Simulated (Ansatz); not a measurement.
System: H2SO4, charge 0, singlet. H2SO4 (SMILES OS(O)(=O)=O).
B3LYP-D3(BJ)/def2-TZVP minimum from Ansatz (an electronic-structure program):
```
S
O 1 1.4215
O 1 1.4215 2 124.04
O 1 1.5943 2 108.75 3 -124.89
H 4 0.9699 1 109.14 2 -27.87
O 1 1.5943 2 105.60 4 -108.85
H 6 0.9699 1 109.14 2 -162.99
```

Total energies in hartree (Ansatz). UHF or UKS for unpaired electrons; spin-orbit terms are left out. Correlated methods leave the cores frozen. No relativity. Where a partner has so few electrons that a lower coupled-cluster level is exact, that level stands in.

```csv
species,HF/cc-pV(T+d)Z,CCSD(T)/cc-pV(T+d)Z,HF/cc-pV(Q+d)Z,CCSD(T)/cc-pV(Q+d)Z,CCSD(T)/cc-pV(D+d)Z,CCSDT(Q)/cc-pV(D+d)Z
1: H2SO4 (SMILES O=S(=O)(O)O),-698.27025,-699.45644,-698.30132,-699.58004,-699.02988,-699.03338
2: O (triplet),-74.81176,-74.97396,-74.81729,-74.99357,-74.90995,-74.91013
3: S (triplet),-397.50938,-397.65444,-397.51264,-397.66785,-397.60412,-397.60456
4: H (doublet),-0.49981,-0.49981,-0.49995,-0.49995,-0.49928,-0.49928
```

**Question.** Work out the atomisation energy (electronic, to ground-state atoms) in kcal/mol: take Hartree-Fock from cc-pV(Q+d)Z, extrapolate the CCSD(T) correlation energy as X^-3 (X = 3, 4), and add CCSDT(Q) - CCSD(T) in cc-pV(D+d)Z. 1 hartree = 627.51 kcal/mol.

**Answer.** 
Species 1: correlation (64·(-1.27872) - 27·(-1.18619))/37 = -1.34624; step -0.00350; E1 = -698.30132 + (-1.34624) + (-0.00350) = -699.65106
Species 2: correlation (64·(-0.17628) - 27·(-0.16220))/37 = -0.18655; step -0.00018; E2 = -74.81729 + (-0.18655) + (-0.00018) = -75.00402
Species 3: correlation (64·(-0.15521) - 27·(-0.14506))/37 = -0.16262; step -0.00044; E3 = -397.51264 + (-0.16262) + (-0.00044) = -397.67570
Species 4: correlation (64·(0.00000) - 27·(0.00000))/37 = 0.00000; step +0.00000; E4 = -0.49995 + (0.00000) + (+0.00000) = -0.49995
-1·E1 +4·E2 +1·E3 +2·E4 = 0.95938 hartree = 602.0 kcal/mol.
